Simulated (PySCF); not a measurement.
C₂H₃Cl₂FSi.

```xyz
9

C     -2.0322     0.1670    -1.0057
C     -1.0610    -0.3188    -0.2269
Cl    -1.4153    -1.2517     1.2203
Si     0.7579    -0.0967    -0.5621
F      0.8760     0.7073    -1.9675
Cl     1.6174     1.0470     0.9167
H     -1.7661     0.7392    -1.8987
H     -3.0922     0.0146    -0.7831
H      1.4883    -1.3739    -0.6749
```
Charge 0, spin multiplicity 1.

The structure is a stationary point at B3LYP-D3(BJ)/def2-SVP. The structure was generated by enumeration; whether it is a known compound was not checked. Other conformers were not sampled.

Level of theory: PBE/pcSseg-1 in PySCF. Non-relativistic, no solvent.

Task: Give the absolute GIAO shielding of each atom: isotropic value and principal components (ppm). (An estimate is asked for; the answer gives what the named calculation found.)

Result: 
```json
[
 {"atom": "C1", "σ(iso)": "43.8", "σ11": "-73.8", "σ22": "56.3", "σ33": "149.0", "span": "222.8"},
 {"atom": "C2", "σ(iso)": "29.4", "σ11": "-71.4", "σ22": "47.9", "σ33": "111.6", "span": "183.0"},
 {"atom": "Cl3", "σ(iso)": "657.6", "σ11": "389.7", "σ22": "665.3", "σ33": "918.0", "span": "528.3"},
 {"atom": "Si4", "σ(iso)": "343.9", "σ11": "311.5", "σ22": "347.8", "σ33": "372.4", "span": "60.9"},
 {"atom": "F5", "σ(iso)": "314.1", "σ11": "268.7", "σ22": "320.1", "σ33": "353.6", "span": "84.9"},
 {"atom": "Cl6", "σ(iso)": "855.5", "σ11": "703.8", "σ22": "871.5", "σ33": "991.3", "span": "287.5"},
 {"atom": "H7", "σ(iso)": "24.8", "σ11": "21.4", "σ22": "23.2", "σ33": "29.9", "span": "8.5"},
 {"atom": "H8", "σ(iso)": "24.9", "σ11": "21.2", "σ22": "23.8", "σ33": "29.6", "span": "8.3"},
 {"atom": "H9", "σ(iso)": "25.7", "σ11": "22.9", "σ22": "23.0", "σ33": "31.1", "span": "8.3"}
]
```
